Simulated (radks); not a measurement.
All-electron atom: Tl36+ in [Kr] 4d9.

Calculated with a radial shooting solver on a logarithmic mesh with Libxc functionals: non-relativistic Kohn-Sham, LB94 model potential, spin-polarised, spherical densities, point nucleus; open shells are filled with parallel spins first (spin-orbit coupling, left out, can overturn this in heavy ions); relativity is left out, which matters for an element this heavy.

Energy parts (eV):
| part | energy |
|---|---|
| kinetic | 496697.50 |
| electron-nucleus | -1110925.21 |
| Hartree | 126063.73 |
(The LB94 potential has no energy functional, so no total or exchange-correlation energy is given.)

Orbitals (lengths in bohr, moments of r in powers of bohr; r(max) is where P^2 peaks; r(90%) holds 90 % of the orbital's charge):
orbital  occ.  eigenvalue (eV)  r(90%)   r(max)       <r^4>      <r^2>
1s down     1        -78676.38  0.0332  0.01240   5.463e-07  0.0004658
1s up       1        -78676.32  0.0332  0.01240   5.463e-07  0.0004658
2s up       1        -14469.01   0.120  0.06734  0.00008749   0.007229
2s down     1        -14468.48   0.120  0.06733  0.00008748   0.007229
2p up       3        -13986.86   0.107  0.05219  0.00005464   0.005326
2p down     3        -13986.59   0.107  0.05219  0.00005463   0.005325
3s up       1        -4556.870   0.285   0.1831    0.002813    0.04371
3s down     1        -4556.837   0.285   0.1831    0.002813    0.04371
3p up       3        -4330.367   0.277   0.1721    0.002468    0.04011
3p down     3        -4330.151   0.277   0.1721    0.002468    0.04012
3d up       5        -3907.751   0.250   0.1350    0.001618    0.03077
3d down     5        -3907.088   0.250   0.1350    0.001619    0.03077
4s up       1        -1973.538   0.566   0.3900     0.04483     0.1799
4s down     1        -1971.711   0.566   0.3900     0.04485     0.1799
4p up       3        -1872.803   0.568   0.3859     0.04504     0.1788
4p down     3        -1871.006   0.568   0.3859     0.04505     0.1788
4d up       5        -1690.756   0.566   0.3702     0.04349     0.1721
4d down     4        -1689.129   0.566   0.3701     0.04348     0.1720

The highest occupied level is 4d down at -1689.1 eV. Summed over all electrons, <r^2> = 3.664 bohr^2, which gives a Langevin (diamagnetic) susceptibility term of -2.9 x 10^-6 cm^3/mol. The density falls to 0.001 e/bohr^3 at r = 1.08 bohr.
